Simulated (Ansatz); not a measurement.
C2H6FNSi (`N/C=C(\F)[SiH3]`) at its PBE0-D4/def2-TZVP geometry, where that method's forces vanish. Total charge 0; spin multiplicity 1.

```xyz
11

N     1.4920   -1.4973    0.6876
C     0.5573   -0.4973    0.6502
C    -0.0176   -0.0169   -0.4591
F     0.3181   -0.6316   -1.6381
Si   -1.2072    1.3955   -0.5525
H     1.5767   -2.0536   -0.1474
H     1.5720   -2.0169    1.5434
H     0.3107   -0.0317    1.5968
H    -1.4179    1.8652    0.8421
H    -0.6778    2.5115   -1.3813
H    -2.5062    0.9732   -1.1415
```

(1) What forces (eV/Å) does r2SCAN-D4/def2-TZVPP give on these atoms in Ansatz? (Estimate.)

## Answers

(1) Computed: 
```
N1   0.143 -0.094 -0.002
C2  -0.020  0.021  0.235
C3  -0.245  0.323  0.135
F4   0.108 -0.190 -0.327
Si5  0.001  0.000 -0.006
H6  -0.006 -0.023 -0.017
H7   0.004 -0.022  0.010
H8   0.013 -0.013 -0.006
H9   0.001 -0.006 -0.033
H10 -0.018 -0.012  0.007
H11  0.019  0.014  0.003
```
